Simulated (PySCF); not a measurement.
## Polarisability and C₆ of Ag (silver, neutral)

[Kr] 4d9 5s1 5p1, one real determinant (an excited configuration). Calculation: PySCF 2.14, in x2c-QZVPPall with one added diffuse shell each of s, p, d, f, g type (14s9p8d5f3g, 143 functions); the spin-free X2C one-electron Hamiltonian (Gaussian nucleus). Coupled (time-dependent) response in atomic units; α is the mean over directions.

```tsv
method	mean α (bohr³)	α xx, yy, zz	C₆ (like pair)	S(−4)
PBE	97.77	72.07, 72.07, 149.2	1009	7824
```

S(−4) is the Cauchy moment in α(ω) = α(0) + S(−4) ω² + …

Spin-orbit coupling is absent.

α(iu) at PBE:

```json
{"u (hartree)": "0", "α(iu) (bohr³)": "97.77"}
{"u (hartree)": "0.0500", "α(iu) (bohr³)": "82.54"}
{"u (hartree)": "0.100", "α(iu) (bohr³)": "59.81"}
{"u (hartree)": "0.200", "α(iu) (bohr³)": "33.18"}
{"u (hartree)": "0.300", "α(iu) (bohr³)": "21.37"}
{"u (hartree)": "0.500", "α(iu) (bohr³)": "11.84"}
{"u (hartree)": "0.750", "α(iu) (bohr³)": "7.421"}
{"u (hartree)": "1.00", "α(iu) (bohr³)": "5.331"}
{"u (hartree)": "1.50", "α(iu) (bohr³)": "3.291"}
{"u (hartree)": "2.00", "α(iu) (bohr³)": "2.280"}
{"u (hartree)": "3.00", "α(iu) (bohr³)": "1.291"}
{"u (hartree)": "5.00", "α(iu) (bohr³)": "0.5795"}
```

The components differ because the open shell of this determinant is not spherical; for a pure term their mean is the scalar polarisability.

⟨L²⟩ = 8.02 against 12 for a pure F term, so this real determinant mixes terms.
